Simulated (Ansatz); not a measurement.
The cluster Ti2H4: single points at one geometry.

```yaml
crystal:
  periodic: [false, false, false]
  atoms:
    - {symbol: Ti, position_ang: [0.091963, 0.434706, -0.667199]}
    - {symbol: Ti, position_ang: [0.150060, -1.022683, 0.868922]}
    - {symbol: H, position_ang: [1.101335, -1.167025, -0.692319]}
    - {symbol: H, position_ang: [-1.498426, 0.852284, -1.308824]}
    - {symbol: H, position_ang: [1.140113, 0.531596, 0.973002]}
    - {symbol: H, position_ang: [-0.985056, 0.371123, 0.826408]}
basis:
  gaussian: {orbitals: def2-TZVP, initial_orbitals: start.molden}
hamiltonian: {xc: pbe, dispersion: d4}
scf: {omitted_lower_state_checks: [starts]}
output: {forces: true, orbitals: {seedname: orbitals}}
```

The file start.molden holds the orbitals of an earlier run on this structure, at another level or in another basis.

```sh
$ ansatz run in.yaml --threads 4 --pin off --events-out ev --progress --plain --max-ram 3916MiB
```

It prints (some lines left out):

```
Functional definition: PBE
1002 factors; their error is unknown
mean field evaluation 1: about -46279.4956 eV, gradient 8.9e0 eV
mean field evaluation 2: about -46279.6608 eV, gradient 2.6e-1 eV
mean field evaluation 4: about -46279.6543 eV, gradient 9.0e-2 eV
mean field evaluation 8: about -46279.6543 eV, gradient 2.7e-5 eV
mean field -46279.65433166 eV, -1700.7459272123 hartree, gradient 2.7e-5 eV, S^2 0.000000; 0 other end points of the search recorded, 0 dependent functions left out
reference -46279.65438411 eV, -1700.7459291398 hartree; 24, 24 occupied and 90, 90 virtual orbitals, 1002 factors
Total energy: -46279.79302604 eV, -1700.7510241367 hartree
Atom 0 at     0.091963     0.434706    -0.667199 Å, force     0.116102     0.249659    -0.352158 eV/Å
Atom 1 at     0.150060    -1.022683     0.868922 Å, force     0.012628    -0.220966     0.185644 eV/Å
Atom 2 at     1.101335    -1.167025    -0.692319 Å, force     0.048767    -0.087221     0.002505 eV/Å
Atom 3 at    -1.498426     0.852284    -1.308824 Å, force    -0.124572     0.003236     0.030580 eV/Å
Atom 4 at     1.140113     0.531596     0.973002 Å, force     0.020426     0.011143     0.094614 eV/Å
Atom 5 at    -0.985056     0.371123     0.826408 Å, force    -0.073352     0.044148     0.038814 eV/Å
Dipole moment:     0.416965    -0.388141     0.190652 e Å
Checks for a lower state left out: starts
```

Hardware: 4 threads of Intel Xeon Platinum 8488C on a shared host. Wall time 0.9 s.

The first input with `hamiltonian: {xc: {name: B97M-V}}`, `output: {orbitals: {seedname: orbitals}}` (abridged; 2.6 s):

```
Functional definition: B97M-V
mean field -46280.01779423 eV, -1700.7592842153 hartree, gradient 2.0e-5 eV, S^2 0.000000
Total energy: -46280.01787162 eV, -1700.7592870592 hartree
Checks for a lower state left out: starts
```

First input, but with `gaussian: {orbitals: 6-31G}`, `hamiltonian: {xc: hf}`, `output: {orbitals: {seedname: orbitals}}` (abridged; 0.55 s):

```
Functional definition: HF
mean field evaluation 16: about -46226.0592 eV, gradient 9.4e-3 eV
mean field -46226.05921333 eV, -1698.7763429416 hartree, gradient 1.6e-5 eV, S^2 0.000000
Total energy: -46226.05921333 eV, -1698.7763429416 hartree
Checks for a lower state left out: starts
```

The first input with `hamiltonian: {xc: hse06, dispersion: d4}`, `output: {orbitals: {seedname: orbitals}}` (abridged; 1.1 s):

```
Functional definition: HSE06
mean field -46279.26271316 eV, -1700.7315354978 hartree, gradient 1.8e-5 eV, S^2 0.000000
Total energy: -46279.37149486 eV, -1700.7355331515 hartree
Checks for a lower state left out: starts
```

As the first input, with `gaussian: {orbitals: 6-31G}`, `hamiltonian: {xc: {name: B3LYP}, dispersion: d4}`, `output: {orbitals: {seedname: orbitals}}` (abridged; 1 s):

```
Functional definition: B3LYP
mean field -46288.16753782 eV, -1701.0587817682 hartree, gradient 3.4e-5 eV, S^2 0.000000
Total energy: -46288.39492754 eV, -1701.0671381859 hartree
Checks for a lower state left out: starts
```

The first input with `hamiltonian: {xc: pbe}`, `correlation: {method: rpa}` and without the key `output` (abridged; 3.5 s):

```
Functional definition: PBE
mean field -46279.65429426 eV, -1700.7459258378 hartree, gradient 2.7e-6 eV, S^2 0.000000; unrestricted orbitals would lower it
mean field evaluation 16: about -46230.8815 eV, gradient 7.8e0 eV
10 core orbitals not correlated: weight in the atoms' cores, before any rotation towards them, 1.000 or more for the frozen orbitals, at most 0.000 for the correlated occupied ones
Total energy: -46261.95384553 eV, -1700.0954463447 hartree
Checks for a lower state left out: starts
```

As the first input, with `gaussian: {orbitals: def2-TZVPD, initial_orbitals: start.molden}`, `correlation: {method: ccsd_t}`, `output: {orbitals: {seedname: orbitals}}` and without the key `hamiltonian` (abridged; 26 s):

```
Functional definition: HF
mean field -46230.31504753 eV, -1698.9327419637 hartree, gradient 1.6e-6 eV, S^2 0.000000; unrestricted orbitals would lower it
mean field evaluation 16: about -46231.4337 eV, gradient 5.5e0 eV
mean field evaluation 32: about -46228.9361 eV, gradient 4.0e0 eV
mean field evaluation 64: about -46230.3118 eV, gradient 3.1e-1 eV
determinant -46230.31504753 eV, -1698.9327419637 hartree, with singles and doubles -46251.82568838 eV, -1699.7232434344 hartree
determinant -46228.69333302 eV, -1698.8731450548 hartree, with singles and doubles -46251.98048420 eV, -1699.7289320760 hartree
determinant -46230.31504753 eV, -1698.9327419637 hartree, with singles and doubles -46252.25729259 eV, -1699.7391045968 hartree
determinant -46228.69333302 eV, -1698.8731450548 hartree, with singles and doubles -46251.94324858 eV, -1699.7275636922 hartree
unrestricted determinant -46231.84923094 eV, -1698.9891221642 hartree, S^2 1.7370
10 core orbitals not correlated: weight in the atoms' cores, before any rotation towards them, 1.000 or more for the frozen orbitals, at most 0.000 for the correlated occupied ones
second order -25.98913141 eV of doubles, -0.00000000 eV of singles
cycle   1  -23.24993295 eV  change   -1.7e-5 eV  update   5.9e-6
perturbative correction -1.88027175 eV, -0.0690987122 hartree
WARN: the results are in doubt because among natural orbitals full CI differs from the method by -0.199 eV
Total energy: -46253.82353772 eV, -1699.7966630435 hartree
In doubt: among natural orbitals full CI differs from the method by -0.199 eV
Checks for a lower state left out: starts
```

Geometry: r2SCAN-D4/def2-TZVP.

The 6-31G sets use Cartesian d functions. B3LYP takes the VWN-RPA correlation. HSE06 is defined as in plane-wave codes, on full-range PBE exchange. Correlated methods freeze 10 core orbitals; core or outer-core shells of Ti are correlated, in sets that lack core-valence functions. At PBE-D4/def2-TZVP, RPA@PBE/def2-TZVP the restricted singlet (for correlated methods, its reference) is unstable: a solution with broken spin symmetry lies lower. The restricted singlet is unstable towards broken spin symmetry at other levels; at B97M-V/def2-TZVP, HSE06-D4/def2-TZVP, B3LYP-D4/6-31G, CCSD(T)/def2-TZVPD this wasn't settled. The restricted singlet is unstable towards broken spin symmetry in Hartree–Fock (as tested in another run); at HF/6-31G this wasn't settled. At CCSD(T)/def2-TZVPD the program marks the result for the charge 0 singlet as doubtful (large difference). At CCSD(T)/def2-TZVPD the stability test found the charge 0 singlet unstable. The geometry of the singlet was relaxed on an unsound state (restricted singlet, unstable towards broken spin symmetry). The order of the spin states hangs on the level: the quintet lies 0.84 eV below the singlet at PBE0-D4/def2-TZVP, but 0.03 eV above it at PBE-D4/def2-TZVP. The singlet is doubtful at PBE0-D4/def2-TZVP (restricted singlet, unstable towards broken spin symmetry). The singlet is doubtful at PBE-D4/def2-TZVP (restricted singlet, unstable towards broken spin symmetry). The structure comes from a short search, and lower isomers may exist.
